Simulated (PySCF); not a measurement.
C3H8BP.
SMILES with atom numbers: `[BH3-:1][P+:2]1([CH3:3])[CH:4]=[CH:5]1` (hydrogens: H6, H7, H8 on B1; H9, H10, H11 on C3; H12 on C4; H13 on C5)

Structure used (GFN2-xTB), in Å, numbered top down from 1:
```
atom  x, y, z in Å
B1    -0.9405    1.7809   -0.2437
P2     0.0354    0.1092   -0.0133
C3    -0.8349   -1.5165    0.1538
C4     1.6785   -0.1203    0.7306
C5     1.7192   -0.2774   -0.5795
H6    -1.5627    1.6203   -1.2444
H7    -1.6265    1.8540    0.7250
H8    -0.0939    2.6093   -0.3145
H9    -1.5079   -1.4682    1.0092
H10   -1.4352   -1.6874   -0.7394
H11   -0.1290   -2.3328    0.2857
H12    2.2997   -0.1064    1.6009
H13    2.3933   -0.4643   -1.3882
```

A PySCF run (density fitting, gas phase, GFN2-xTB geometry) gave HOMO -8.99 eV, LUMO -2.81 eV, dipole 4.88 D and E = -492.601 Eh.

Question: Which of these levels was it?
A. PBE0/def2-TZVP
B. CAM-B3LYP/def2-SVPD
C. PBE0/pcSseg-1
D. PBE0/6-311+G(2d,p)
E. WP04/ANO-RCC-VDZP

Answer: E. It is WP04/ANO-RCC-VDZP. All candidates on this geometry:

```tsv
level and settings	kind	basis functions	SCF cycles	E (Eh)	HOMO (eV)	LUMO (eV)	dipole (D)
WP04/ANO-RCC-VDZP, grid level 3, damping 0.2 at the start, DIIS from the seventh cycle	global hybrid fitted to proton shifts	114	15	-492.6014	-8.99	-2.81	4.88
PBE0/6-311+G(2d,p), energy threshold 1e-08 Eh, start guess huckel	global hybrid	191	12	-484.9852	-7.96	-1.08	5.03
PBE0/def2-TZVP	global hybrid	209	13	-485.0009	-7.94	-1.02	5.02
PBE0/pcSseg-1	global hybrid	132	13	-484.8992	-7.99	-1.03	5.08
CAM-B3LYP/def2-SVPD	range-separated hybrid	168	12	-484.9493	-9.31	0.10	5.10
```

The nearest other candidate, by the summed differences of HOMO and LUMO, is PBE0/6-311+G(2d,p): its HOMO differs by +1.03 eV and its LUMO by +1.73 eV. Cycle counts include a coarse-grid stage where the run had one. All basis functions are spherical, in the Pople sets too. WP04 was designed for NMR shieldings or shifts; total energies of different functionals aren't comparable. ANO-RCC sets were contracted for a scalar-relativistic Hamiltonian, but ran non-relativistically here.
